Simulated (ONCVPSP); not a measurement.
## An all-electron radial function and its pseudo partner (S)

Columns: radius, all-electron u(r) and pseudo u(r) of the 2s shell (level -222.17 eV) of sulfur in the configuration [He] 2s2 2p6 3s2 3p3; PBE, non-relativistic, ONCV scheme, ONCVPSP 4.0.1.

```
r (bohr)  all-electron  pseudo
   0.042       -0.6889  0.2404
   0.085       -0.5216  0.4792
   0.128       -0.0579  0.7031
   0.170        0.4256  0.9008
   0.212        0.8367  1.0717
   0.255        1.1498  1.2138
   0.298        1.3547  1.3191
   0.340        1.4652  1.3851
   0.382        1.5042  1.4145
   0.425        1.4893  1.4097
   0.467        1.4367  1.3750
   0.510        1.3570  1.3146
   0.552        1.2635  1.2369
   0.595        1.1598  1.1450
   0.638        1.0535  1.0463
   0.680        0.9511  0.9481
   0.722        0.8528  0.8519
   0.765        0.7581  0.7579
   0.807        0.6724  0.6723
   0.850        0.5919  0.5919
   0.892        0.5207  0.5207
   0.935        0.4551  0.4551
   0.977        0.3980  0.3980
   1.020        0.3462  0.3462
   1.062        0.3014  0.3014
   1.105        0.2611  0.2611
```

How many radial nodes do the two functions have?

The all-electron 2s function has n − l − 1 = 1; the pseudo-wave has 0, since the states of the same l below it are removed with the core.

At about which radius was the pseudo-wave matched?

0.85 bohr. The columns agree to 0.0005 from 0.77 bohr on; several derivatives are matched, so the curves merge somewhat inside the radius.

Where does each function peak?

Outermost all-electron maximum near 0.38 bohr, pseudo maximum near 0.38 bohr (to the table’s step).

Is the pseudo-wave norm-conserving?

Yes: the ONCV scheme keeps the norm inside the radius equal to the all-electron one, which fixes the energy derivative of the logarithmic derivative at the level.
